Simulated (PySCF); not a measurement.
A structure optimised at PBE-D3(BJ)/def2-SVP, used in a PySCF frequency run:

```xyz
6

O      1.9037    -0.4115    -0.6881
S      0.9164     0.4131     0.4386
S     -0.9164    -0.4131     0.4386
O     -1.9037     0.4115    -0.6881
H      1.8503     0.1141    -1.5134
H     -1.8503    -0.1141    -1.5134
```
Charge 0, spin multiplicity 1.

Problem. Write its SMILES, formula and point group.

Solution. OSSO, H2O2S2, C2

Problem. What are its rotational constants (standard atomic weights)?

Solution. 10.443, 2.6172, 2.4214 GHz
